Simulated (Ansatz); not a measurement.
This geometry of C₂H₅ClMg (9 atoms, charge 0, multiplicity 1) is a first-order saddle point.

These are results of Ansatz 0.2.0, RKS r2SCAN/def2-SVP, not measurements.

```xyz
9
Properties=species:S:1:pos:R:3
C -0.685 0.983 0.254
C -0.005 -0.378 0.535
Mg 1.156 -1.214 -0.995
Cl 2.382 -2.080 -2.629
H -1.781 0.917 0.349
H -0.358 1.755 0.970
H -0.497 1.407 -0.748
H 0.640 -0.304 1.430
H -0.764 -1.131 0.816
```

Task: Which two structures does it join? (They come from a converged band through this point; their orientation in space is the band's.)

Result: No bond is made or broken. The dihedral H7–C1–C2–Mg3 goes from -60 to 60°. The two ends are copies of one structure, up to a mirror image or an exchange of like atoms.

First end point:

```xyz
9
Properties=species:S:1:pos:R:3
C -0.564 1.040 0.294
C 0.204 -0.260 0.574
Mg 0.729 -1.426 -1.092
Cl 1.290 -2.660 -2.847
H -1.526 0.857 -0.213
H -0.799 1.597 1.220
H 0.005 1.732 -0.351
H 1.132 -0.030 1.133
H -0.383 -0.897 1.264
```

Last end point:

```xyz
9
Properties=species:S:1:pos:R:3
C -0.669 0.983 0.265
C -0.104 -0.427 0.493
Mg 1.227 -1.157 -0.959
Cl 2.634 -1.929 -2.489
H -1.357 1.295 1.072
H 0.123 1.749 0.217
H -1.238 1.059 -0.677
H 0.409 -0.468 1.474
H -0.937 -1.151 0.587
```

Task: How far does it lie above each of them?

Result: 0.122 eV above the first and 0.122 eV above the second. This is the barrier of this one path; another mechanism may lie lower.

The run took 59 s on 2 threads of INTEL(R) XEON(R) PLATINUM 8581C CPU @ 2.10GHz (Emerald Rapids) (shared host), peak memory 0.17 GiB.
